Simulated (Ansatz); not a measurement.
`[GeH3][NH][GeH3]` + `[SiH3][SeH]` → `[SiH3][Se][GeH3]` + `[NH2][GeH3]` at 298.15 K and 1 bar (ligand exchange at a Ge–N bond).

Gas-phase electronic energies from Ansatz, PBE0-D4/def2-TZVP geometries. CBS: MP2 limit from def2 TZ/QZ plus the TZ coupled-cluster correction, frozen cores. For Ge, Se outer-core shells are correlated without core-valence functions, which leaves a few kJ/mol of doubt a bond. Scalar relativity is left out up to krypton.

```
           species  CCSD(T)/CBS energy (Eh)  H − E (kJ/mol)  S (J/(mol·K))
`[GeH3][NH][GeH3]`              -4211.13400           183.9          351.8
     `[SiH3][SeH]`              -2692.20088            99.8          286.6
`[SiH3][Se][GeH3]`              -4769.53721           150.8          367.3
     `[NH2][GeH3]`              -2133.81884           141.9          275.3
```

H − E and S are ideal-gas, rigid-rotor, harmonic terms from PBE0-D4/def2-TZVP. 1 Eh = 2625.50 kJ/mol, R = 8.31446 J/(mol·K).

Problem. By hand: ΔE, ΔH, ΔS and ΔG.

Solution. ΔE = (-4769.53721) + (-2133.81884) − (-4211.13400) − (-2692.20088) = -0.02117 Eh = -55.6 kJ/mol. Δ(H − E) = 150.8 + 141.9 − 183.9 − 99.8 = 9.0, so ΔH = -46.6 kJ/mol. ΔS = 367.3 + 275.3 − 351.8 − 286.6 = 4.2 J/(mol·K). ΔG = -46.6 − 298.15 × (4.2)/1000 = -47.9 kJ/mol.

Problem. By hand: the equilibrium constant, and the temperature at which ΔG would vanish if ΔH and ΔS stayed fixed.

Solution. log₁₀ K = −ΔG/(RT ln 10) = 8.4. ΔH and −TΔS have one sign here, so there is no such temperature. One of them is within its doubt of zero, so this could turn.

The number of gas molecules stays the same, so ΔS is small and ΔH decides. A doubt of 5 kJ/mol in ΔE shifts log₁₀ K by 0.9 here. Modes under 60 cm⁻¹, often nearly free rotors, make the harmonic entropy too high. These are equilibria of isolated gas molecules and say nothing of rates. Largest T1 diagnostic: 0.011 (customary marks: 0.02 for closed shells, 0.045 for open ones).
